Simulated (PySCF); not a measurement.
CH3BCl2, SMILES CB(Cl)Cl.

Coordinates come from a ωB97X-D3(BJ)/def2-SVP optimisation.

Method: CAM-B3LYP/def2-TZVPD (PySCF).

Computed frontier levels, gap, dipole moment and polarisability:
| Item | Value |
|---|---|
| highest occupied level | -10.37 eV |
| lowest empty level | -0.18 eV |
| orbital gap | 10.18 eV |
| dipole moment | 0.302 e·Å |
| quadrupole, principal values (traceless, Buckingham form, about the centre of nuclear charge) | -2.45, 1.02, 1.43 D·Å |
| mean static polarisability | 55.0 bohr³ (8.15 Å³) |
| polarisability, principal values | 43.2, 57.6, 64.2 bohr³ |
